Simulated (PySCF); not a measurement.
EPR parameters of C6H11O

C6H11O (doublet state).
Bonds: C1–C2, C2–C3, C3–C4, C4–O5, O5–C6, C6–C7, C1–C7. Hydrogens: H8 on C1; H9, H10 on C2; H11, H12 on C3; H13, H14 on C4; H15, H16 on C6; H17, H18 on C7.

The species is `[CH]1CCCOCC1` [radical].

The calculation used UKS B3LYP, IGLO-III on C O, pcH-1 on H, non-relativistic, mean-field spin-orbit, GIAO in PySCF. Geometry: PBE0-D3(BJ)/def2-SVP, one conformer, isolated molecule. The SCF solution wasn't tested for stability.

```
g1, g2, g3                      : 2.00211, 2.00265, 2.00286
g_iso                           : 2.00254
Form of g                       : rhombic: the two nearest values differ by 28 % of g3 − g1
⟨S²⟩                            : 0.7541 (exact 0.7500)
α and β electrons               : 28, 27
HOMO–LUMO gap, α and β orbitals : 6.11, 5.55 eV
```

Hyperfine couplings atom by atom, in 10⁻⁴ cm⁻¹; T1 to T3 are the principal values of the dipolar part; ρ(0) is the spin density at the nucleus (1 × 10⁻⁴ cm⁻¹ = 2.998 MHz):

```tsv
atom	isotope	a_iso	T1	T2	T3	Mulliken spin population	ρ(0) (bohr⁻³)
C1	13C	34.1	-25.9	-25.6	51.5	1.04	0.0908
C2	13C	-9.2	-0.7	-0.2	0.8	-0.09	-0.0245
C3	13C	16.3	-1.1	-1.0	2.0	0.02	0.0436
C4	13C	-0.3	-0.2	-0.1	0.3	0.00	-0.0009
O5	17O	0.0	-0.3	0.1	0.2	0.00	-0.0001
C6	13C	6.6	-0.7	-0.6	1.2	0.01	0.0176
C7	13C	-9.3	-0.7	-0.2	0.9	-0.09	-0.0247
H8	1H	-20.2	-12.4	-0.1	12.5	-0.05	-0.0135
H9	1H	3.1	-1.8	-1.3	3.1	0.00	0.0021
H10	1H	40.4	-1.6	-1.1	2.7	0.06	0.0271
H11	1H	-1.0	-1.8	-0.7	2.5	0.00	-0.0007
H12	1H	1.6	-0.7	-0.7	1.4	0.00	0.0011
H13	1H	0.0	-0.4	-0.3	0.7	0.00	0.0000
H14	1H	0.2	-0.4	-0.3	0.7	0.00	0.0001
H15	1H	-0.6	-1.2	-0.8	2.0	0.00	-0.0004
H16	1H	0.0	-0.7	-0.5	1.2	0.00	0.0000
H17	1H	10.4	-1.6	-1.4	3.1	0.01	0.0070
H18	1H	47.8	-1.7	-1.0	2.7	0.07	0.0321
```

The largest Mulliken spin populations are on C1 (+1.04), C7 (-0.09), C2 (-0.09) and H18 (+0.07). No atom but C1 exceeds +0.15. The angles at C1 add up to 358.2°, so it is nearly planar; its axial dipolar tensor and the negative coupling of its proton fit spin in a p orbital normal to that plane.

Axes: g3 points within 10° of the C1–H8 bond.

Under fast tumbling the dipolar parts average out, and these isotropic splittings remain: 2 × 1H (H17/H18, I = 1/2, 3 lines) with 3.11 mT, 2 × 1H (H9/H10, I = 1/2, 3 lines) with 2.33 mT, 1 × 1H (H8, I = 1/2, 2 lines) with 2.16 mT and 2 × 1H (H11/H12, I = 1/2, 3 lines) with 0.03 mT.

Means are taken over nuclei equivalent by connectivity, which assumes that they swap fast. The 1H value of +87.3 MHz is a mean of couplings from 31.2 to 143.3 MHz in this one geometry, not an average over conformers. The 1H value of +65.2 MHz is a mean of couplings from 9.4 to 121.0 MHz in this one geometry, not an average over conformers.

The 13C coupling of C1 (102.1 MHz) shows only in satellite lines or after enrichment, since that isotope makes up about 1.07 % of natural carbon.
